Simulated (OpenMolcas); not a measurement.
V4+, Nb4+, Ta4+: d down the group

```
Program             : OpenMolcas 26.06
Method              : SS-RASPT2, IPEA 0.25 Eh, imaginary shift 0.1 Eh
Basis               : ANO-RCC-VTZP
Scalar Hamiltonian  : DKH2, point nucleus
Spin-orbit coupling : RASSI with atomic mean-field integrals over the reference wave functions, term energies averaged over their components
```

Active space for each ion: 7 electrons in 8 orbitals (RAS1 p, at most 2 holes; RAS2 d); closed shells correlated by CASPT2: V4+ 3s; Nb4+ 4s; Ta4+ 5s.

Computed levels in cm-1 above ²D_3/2:

```tsv
Level	V4+	Nb4+	Ta4+
²D_5/2	665	2069	7689
weight of ²D in the lowest level (%)	100	100	100
```

Measured, with the error of the calculation in %. Measured levels: V4+ from Sugar and Corliss, J. Phys. Chem. Ref. Data 7, 1191 (1978); Nb4+ from Moore, Atomic Energy Levels, vol. II, NSRDS-NBS 35 (1971 reprint of NBS Circular 467, 1952).

```json
{"Level": "²D_5/2", "V4+": "625 (+6.4)", "Nb4+": "1870 (+10.6)"}
```

The fine-structure level ²D_5/2 changes by a factor of 11.6 from V4+ to Ta4+.

Active for correlation alone: 3p; no level in the range computed is led by a configuration that opens it, so any true level of that kind is missing (holds for V4+). Active for correlation alone: 4p; no level in the range computed is led by a configuration that opens it, so any true level of that kind is missing (holds for Nb4+). Active for correlation alone: 5p; no level in the range computed is led by a configuration that opens it, so any true level of that kind is missing (holds for Ta4+). Measured partners are found by configuration, term and J. A level has none where our copy of the source lacks it or the pairing is in doubt (some pairs that miss far off the trend of their configuration count as doubtful), and it then counts in no deviation. Levels of configurations outside the active space are missing.
